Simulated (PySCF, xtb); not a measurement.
C2H9BiSi, SMILES [CH3][Bi]([CH3])[SiH3].

Harmonic wavenumbers (cm⁻¹) from GFN2-xTB run with xtb 6.7.1 at its own minimum, in rising order: 53, 78, 87, 118, 126, 156, 331, 421, 422, 508, 516, 727, 773, 775, 792, 807, 818, 820, 1292, 1301, 1499, 1503, 1504, 1508, 2264, 2267, 2295, 3065, 3066, 3068, 3071, 3081, 3084.

Question: What does PBE-D3(BJ)/def2-SVP in PySCF give at its own minimum? (Estimate from the structure and the level; the computed values follow.)

Answer: 70, 91, 97, 114, 114, 147, 268, 438, 440, 449, 457, 671, 715, 729, 765, 817, 904, 904, 1124, 1137, 1378, 1379, 1386, 1387, 2125, 2146, 2149, 2988, 2990, 3109, 3110, 3117, 3117. Paired by order, the mean absolute difference is 66 cm⁻¹ and the zero-point energies are 60.3 and 58.4 kcal/mol.
